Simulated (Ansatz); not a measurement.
Q: Predict a relaxed structure of BeMe(OH) (CH4BeO), charge 0, singlet, at PBE-D4/def2-TZVP (Ansatz).

A: 
```xyz
7

Be   -0.292    0.558   -0.125
C     0.318   -0.993    0.153
H     1.396   -1.058   -0.061
H    -0.180   -1.742   -0.485
H     0.175   -1.313    1.197
O    -0.882    1.829   -0.391
H    -0.535    2.720   -0.288
```
 This is one stationary point.
